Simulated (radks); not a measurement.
Isoelectronic series with 11 electrons, all held in the configuration [Ne] 3s1, which need not be the ground one along the series. Calculated with a radial shooting solver on a logarithmic mesh with Libxc functionals: scalar-relativistic Kohn-Sham, BLYP, spin-polarised, spherical densities, point nucleus; open shells are filled with parallel spins first (spin-orbit coupling, left out, can overturn this in heavy ions). Total energies (hartree) and mean radii <r> (bohr) (* marks an orbital that is empty in some or all of the ions):

ion    E (hartree)  3p up*   3s up  2p down
Si3+    -287.90422   2.024   1.831   0.5338
Cl6+    -450.84795   1.317   1.264   0.4015
Ca9+    -651.48374  0.9873  0.9745   0.3222
V12+    -890.06044  0.7923  0.7947   0.2692
Fe15+  -1166.89384  0.6624  0.6714   0.2311
Cu18+  -1482.35973  0.5693  0.5812   0.2024
Ge21+  -1836.89350  0.4992  0.5122   0.1799
Br24+  -2230.99201  0.4444  0.4576   0.1619
Sr27+  -2665.21655  0.4003  0.4132   0.1471
Nb30+  -3140.19679  0.3640  0.3764   0.1347
